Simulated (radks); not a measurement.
Tl4+, configuration [Xe] 4f14 5d9. All-electron calculation, scalar-relativistic Kohn-Sham, exchange-only LDA, spin-polarised, spherical densities, point nucleus; open shells are filled with parallel spins first (spin-orbit coupling, left out, can overturn this in heavy ions). Program: a radial shooting solver on a logarithmic mesh with Libxc functionals.

Normalised radial functions P(r) = r R(r), r in bohr:

r          5s down    5p up    5d up
0.0006217   0.0650   0.0013   0.0000
0.0008225   0.0799   0.0020   0.0000
0.001088    0.0976   0.0032   0.0000
0.00144     0.1181   0.0050   0.0000
0.001905    0.1414   0.0080   0.0001
0.002541    0.1672   0.0127   0.0001
0.003362    0.1924   0.0200   0.0003
0.004449    0.2145   0.0313   0.0006
0.005886    0.2281   0.0484   0.0012
0.007788    0.2256   0.0736   0.0025
0.01031     0.1972   0.1095   0.0051
0.01363     0.1325   0.1574   0.0105
0.01804     0.0256   0.2155   0.0209
0.02387    -0.1168   0.2746   0.0402
0.03184    -0.2669   0.3140   0.0751
0.04212    -0.3513   0.2952   0.1295
0.05574    -0.2931   0.1804   0.2048
0.07375    -0.0488  -0.0421   0.2870
0.09758     0.2996  -0.3060   0.3360
0.1291      0.5038  -0.4438   0.2869
0.1708      0.2945  -0.2717   0.0885
0.226      -0.2859   0.1974  -0.2212
0.2991     -0.7179   0.6108  -0.4677
0.3989     -0.4210   0.4973  -0.4218
0.5278      0.4680  -0.1834  -0.0230
0.6983      1.1898  -0.9240   0.5273
0.9239      1.2102  -1.1824   0.9160
1.222       0.7350  -0.9046   0.9629
1.617       0.2787  -0.4547   0.7292
2.14        0.0628  -0.1469   0.4050
2.832       0.0075  -0.0278   0.1562
3.747       0.0004  -0.0027   0.0378

5s down: eigenvalue -175.19 eV, 4 radial nodes at r = 0.0191, 0.0768, 0.199, 0.460 bohr, <r> = 0.873 bohr, 90 % of the charge inside 1.24 bohr. 5p up: eigenvalue -120.53 eV, 3 radial nodes at r = 0.0705, 0.203, 0.495 bohr, <r> = 1.000 bohr, 90 % of the charge inside 1.44 bohr. 5d up: eigenvalue -58.394 eV, 2 radial nodes at r = 0.186, 0.534 bohr, <r> = 1.30 bohr, 90 % of the charge inside 1.95 bohr.
